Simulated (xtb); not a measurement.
(1-methylcyclobutyl)silane (C5H12Si), SMILES C1C(C)([SiH3])CC1. All values are semi-empirical tight-binding results from xtb (GFN2-xTB unless named), good for trends rather than for accurate numbers. Coordinates come from a GFN2-xTB optimisation.

Optimised geometry:

Bonded distances (Å): C1–C2 1.521, C1–H7 1.089, C1–H8 1.090, C1–H9 1.089, C2–Si3 1.905, C2–C4 1.545, C2–C6 1.545, Si3–H10 1.464, Si3–H11 1.465, Si3–H12 1.465, C4–C5 1.533, C4–H13 1.090, C4–H14 1.089, C5–C6 1.533, C5–H15 1.089, C5–H16 1.089, C6–H17 1.089, C6–H18 1.090. Angles (°): C2–C1–H7 110.7, C2–C1–H8 110.8, C2–C1–H9 110.7, H7–C1–H8 108.1, H7–C1–H9 108.3, H8–C1–H9 108.1, C1–C2–Si3 111.7, C1–C2–C4 114.5, C1–C2–C6 114.5, Si3–C2–C4 112.8, Si3–C2–C6 112.8, C4–C2–C6 88.6, C2–Si3–H10 109.4, C2–Si3–H11 108.9, C2–Si3–H12 108.9, H10–Si3–H11 109.6, H10–Si3–H12 109.6, H11–Si3–H12 110.5, C2–C4–C5 89.5, C2–C4–H13 112.4, C2–C4–H14 116.8, C5–C4–H13 112.6, C5–C4–H14 116.1, H13–C4–H14 108.5, C4–C5–C6 89.6, C4–C5–H15 112.6, C4–C5–H16 116.2, C6–C5–H15 112.6, C6–C5–H16 116.2, H15–C5–H16 108.8, C2–C6–C5 89.5, C2–C6–H17 116.8, C2–C6–H18 112.4, C5–C6–H17 116.1, C5–C6–H18 112.6, H17–C6–H18 108.5.

| Property | Value |
|---|---|
| point group as xtb finds it | Cs |
| orbital gap | 5.42 eV |
| dipole moment | 0.23 D |
| zero-point energy | 94.8 kcal/mol |
| G − E(el) at 298.15 K (modified RRHO) | 74.9 kcal/mol |
| static polarisability (D4 model) | 86.3 bohr³ |
| solvation energy, GFN2-xTB/ALPB(water) | 0.1 kcal/mol |
| solvation energy, GFN2-xTB/ALPB(octanol) | -3.4 kcal/mol |

Computed atomic charges and the Wiberg bond orders between heavy atoms:
charges (e) C1 -0.10, C2 -0.09, Si3 0.45, C4 -0.06, C5 -0.05, C6 -0.06, H7 0.02, H8 0.03, H9 0.02, H10 -0.10, H11 -0.10, H12 -0.10, H13 0.03, H14 0.01, H15 0.02, H16 0.02, H17 0.01, H18 0.03. Bond orders C1–C2 1.02, C2–Si3 0.86, C2–C4 1.00, C4–C5 1.01, C2–C6 1.00, C5–C6 1.01.
